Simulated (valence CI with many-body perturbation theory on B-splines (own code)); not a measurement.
Results of a calculation; reference values are marked as such.
# Run record, Eu48+

The program does CI of the valence electrons with many-body perturbation theory for a frozen closed Dirac-Fock core.

Command, and the settings that its task file holds:

```sh
python run_cv.py task.json out
```

```
atom Eu  Z=63  mass_number=153  rms_radius_fm=5.1115
core [Ne]
valence 3s2 3p3
avg = 1
basis = S
breit = 1
cap = 10000
capref = 1200
cscale = 1
de = 0.0
dress = 0
eps = 2e-08
extrap = 1
h = 0.27
hh = 1
l2 = 3
lcore = 6
maxit = 60
n2 = 5
natural = 1
nlev = 20
nno = [3, 3, 3, 2, 1]
nroot = 26
ns = 3
nsp = [3, 3, 2, 1, 0]
pt2 = 1
qed = 1
rpa = 1
s1 = 1
s2 = 1
s3 = 1
screen = 1
tol = 2e-05
whole = 1
```

Log. The first blocks belong to the next ion, which gives the ionisation energy. Fields: 2J, parity (1 odd), roots, reference size, generating configurations, candidates as configurations/state functions, variational space P, stored matrix elements, Davidson steps; e2 is the range of second-order energies in hartree. The first line gives the box (bohr), its intervals, the orbitals and the steps of their self-consistent field. Window is the range of levels sought, series limit the energy at which the first omitted orbital would enter, core excitation an estimate of the first excitation out of the core, left out the lowest levels not solved, and shifts from estimates the range by which levels moved from their first estimate, all in cm⁻¹.

```
rmax 1.7 intervals 55 orbitals 36 references ['3s2 3p3', '3s 3p4', '3s2 3p2 3d', '3s 3p3 3d', '3p5'] scf 4 t 0.7
2J=0 par=0 roots 2 ref 24 generators 8 cand 3160/5082 P 723/1000 nnz 0 it 0
2J=0 par=0 roots 2 ref 24 generators 8 cand 2457/4106 P 1671/2532 nnz 5.5e+05 it 5
   second order: generators 17 cand 3345/5931 e2 -0.00002 -0.00001
reference levels 559, estimated 53, window 3136365 1/cm; series limit 22330935, core excitation 47369952
2J=3 par=1 roots 4 ref 66 generators 16 cand 7281/68271 P 943/3591 nnz 1.4e+06 it 5
2J=3 par=1 roots 4 ref 66 generators 23 cand 7544/71037 P 2049/9997 nnz 9.4e+06 it 7
   second order: generators 30 cand 9143/113963 e2 -0.00176 -0.00026
2J=5 par=1 roots 2 ref 65 generators 10 cand 6831/72937 P 792/3576 nnz 1.5e+06 it 5
2J=5 par=1 roots 2 ref 65 generators 17 cand 7693/85085 P 1777/9986 nnz 1e+07 it 6
   second order: generators 24 cand 8436/115081 e2 -0.00172 -0.00053
2J=1 par=1 roots 2 ref 41 generators 11 cand 6185/34131 P 1120/3550 nnz 1.3e+06 it 4
2J=1 par=1 roots 2 ref 41 generators 18 cand 6668/36819 P 2624/9995 nnz 8.1e+06 it 6
   second order: generators 25 cand 8555/63989 e2 -0.00030 -0.00014
2J=3 par=0 roots 6 ref 71 generators 16 cand 7281/68300 P 850/3570 nnz 1.5e+06 it 8
2J=3 par=0 roots 6 ref 71 generators 23 cand 7898/75499 P 1960/9993 nnz 9.1e+06 it 10
   second order: generators 36 cand 10834/119440 e2 -0.00262 -0.00102
2J=5 par=0 roots 6 ref 74 generators 17 cand 7639/90529 P 817/3600 nnz 1.6e+06 it 5
2J=5 par=0 roots 6 ref 74 generators 21 cand 7712/90113 P 1805/9997 nnz 9.5e+06 it 9
   second order: generators 35 cand 11571/154637 e2 -0.00325 -0.00142
2J=1 par=0 roots 4 ref 44 generators 15 cand 7000/40011 P 1147/3555 nnz 1.3e+06 it 6
2J=1 par=0 roots 4 ref 44 generators 19 cand 6987/41466 P 2598/9999 nnz 8.3e+06 it 7
   second order: generators 29 cand 9003/60127 e2 -0.00063 -0.00026
2J=7 par=0 roots 3 ref 54 generators 9 cand 6817/77695 P 774/3571 nnz 1.6e+06 it 5
2J=7 par=0 roots 3 ref 54 generators 15 cand 7212/86280 P 1601/9985 nnz 1.1e+07 it 6
   second order: generators 25 cand 9986/129714 e2 -0.00156 -0.00104
2J=9 par=0 roots 2 ref 34 generators 7 cand 4996/55743 P 733/3547 nnz 1.8e+06 it 4
2J=9 par=0 roots 2 ref 34 generators 12 cand 6627/69142 P 1657/9993 nnz 1.2e+07 it 5
   second order: generators 22 cand 7903/102396 e2 -0.00041 -0.00039
left out: unestimated 4593811, estimated 3683913, shifts from estimates -47 to 81
```

Question: What became of the run, and why?

Answer: It gave no result: the setting left no core shell for the response of the core. The program said: "need at least one array to concatenate".
